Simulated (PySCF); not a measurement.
SnH2, SMILES [SnH2] (connectivity only; charge and spin as stated), neutral, multiplicity 1.

The structure is a stationary point at B3LYP-D3(BJ)/def2-TZVPD. The def2 effective core potentials stand for the cores of Sn; spin–orbit coupling is left out.

The numbers are results of IEF-PCM-PBE0/def2-TZVPD (PySCF), not measurements.

The values are the electrostatic part of the solvation free energy, E(continuum) − E(gas) at the gas-phase geometry, in a cavity of scaled van der Waals radii (PySCF's table); cavitation and dispersion terms are not included. A continuum can't describe solvent molecules that bind to the metal. In vacuum the orbital gap is 3.65 eV. The dipole moment in vacuum is 0.76 D.

Q: Estimate the values in water (ε = 78.36), 2-propanol (ε = 19.26), N,N-dimethylformamide (ε = 37.22). (An estimate is asked for; the answer gives what the named calculation found.)

A: 
| solvent | ε | ΔG(elec) (kcal/mol) | dipole (D) | gap (eV) |
|---|---|---|---|---|
| water | 78.36 | -2.7 | 1.21 | 3.92 |
| 2-propanol | 19.26 | -2.5 | 1.17 | 3.90 |
| N,N-dimethylformamide | 37.22 | -2.6 | 1.20 | 3.91 |
